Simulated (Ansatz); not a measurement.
Wavefunction ladder for `OC(O)N[SiH3]`

Cartesian coordinates in Å:
```
O 0.934 1.558 0.587
C 0.921 0.246 0.117
O 2.008 -0.400 0.730
N -0.311 -0.383 0.431
Si -1.686 -0.336 -0.617
H 1.851 1.852 0.601
H 1.043 0.227 -0.979
H 1.959 -1.331 0.495
H -0.474 -0.371 1.431
H -1.204 -0.673 -1.981
H -2.396 0.971 -0.685
H -2.646 -1.360 -0.130
```

The species carries charge 0 and has multiplicity 1. Geometry: relaxed with PBE0-D4/def2-TZVP. It is one conformer, not always the lowest. Frozen core, restricted reference, the Gaussian-basis code of Ansatz. CBS rows extrapolate triple and quadruple zeta; past MP2 they add the triple-zeta difference.

```json
{"basis": "def2-TZVPP", "HF (Eh)": "-535.18952", "MP2 corr.": "-0.98779", "CCSD corr.": "-1.02430", "(T)": "-0.03779", "CCSD(T) total": "-536.25161"}
{"basis": "def2-QZVPP", "HF (Eh)": "-535.21040", "MP2 corr.": "-1.06266", "CCSD corr.": "–", "(T)": "–", "CCSD(T) total": "–"}
{"basis": "CBS(def2)", "HF (Eh)": "-535.21328", "MP2 corr.": "-1.11813", "CCSD corr.": "-1.15465", "(T)": "as TZ", "CCSD(T) total": "-536.40572"}
```
